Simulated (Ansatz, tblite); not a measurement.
Removing and adding an electron: Al2S2. Total charge 0; singlet. Geometry: PBE0-D4/def2-TZVP. Ansatz, gas phase; energy differences of separate SCF runs; the oxidised species was run as a doublet alone; the reduced species was run as a doublet alone.

```xyz
4

Al   -1.459    1.336    1.436
Al    0.534   -0.496   -0.511
S    -0.181   -0.560    1.494
S     1.106   -0.279   -2.419
```

The xTB rows come from tblite. Correlated methods freeze 20 core orbitals. HOMO above LUMO, or a gap near zero within one spin, warns that the state may not be the lowest or that an electron is smeared out. The structure comes from a short search, and lower isomers may exist.

| level | −HOMO (eV) | vertical IE (eV) | −LUMO (eV) | vertical EA (eV) | HOMO–LUMO gap (eV) | IE − EA (eV) | remarks |
| --- | --- | --- | --- | --- | --- | --- | --- |
| HF/def2-TZVPD | – | – | – | 0.67 | – | – | – |
| HF/def2-TZVPP | – | 7.61 | – | – | – | – | – |
| PBE-D4/def2-TZVPD | 5.89 | – | 3.40 | 1.24 | 2.49 | – | HOMO above zero (-1 doublet) |
| PBE0-D4/def2-TZVP | 6.91 | 8.71 | 2.71 | – | 4.20 | – | – |
| CCSD/def2-TZVPD | – | – | – | 0.99 | – | – | – |
| CCSD/def2-TZVPP | – | 8.69 | – | – | – | – | – |
| CCSD(T)/def2-TZVPD | – | – | – | 1.03 | – | – | – |
| CCSD(T)/def2-TZVPP | – | 8.82 | – | – | – | – | – |

Task: Estimate the rows for GFN1-xTB, GFN2-xTB, PBE-D4/def2-TZVP, r2SCAN-D4/def2-TZVP, r2SCAN-D4/def2-TZVPD, PBE0-D4/def2-TZVPD, MP2/def2-TZVPD, MP2/def2-TZVPP.

Result: 
```
               level  −HOMO (eV)  vertical IE (eV)  −LUMO (eV)  vertical EA (eV)  HOMO–LUMO gap (eV)  IE − EA (eV)                                     remarks
            GFN1-xTB       10.63             13.60        6.59              3.74                4.03          9.86                                           –
            GFN2-xTB        9.86             12.69        7.65              5.04                2.21          7.65                                           –
    PBE-D4/def2-TZVP        5.85              8.47        3.36                 –                2.49             –  gap within one spin near zero (+1 doublet)
 r2SCAN-D4/def2-TZVP        6.10              8.57        3.29                 –                2.81             –                                           –
r2SCAN-D4/def2-TZVPD        6.12                 –        3.31              1.32                2.81             –                HOMO above zero (-1 doublet)
  PBE0-D4/def2-TZVPD        6.93                 –        2.73              1.25                4.20             –                HOMO above zero (-1 doublet)
      MP2/def2-TZVPD           –                 –           –              0.93                   –             –                                           –
      MP2/def2-TZVPP           –              8.94           –                 –                   –             –                                           –
```

   A HOMO above zero means that the electron is unbound at that level or that self-interaction error raises the level; the energy of removing that electron tells which. Raw xTB energy differences between charge states are shifted by several eV; the methods need an empirical correction for them.
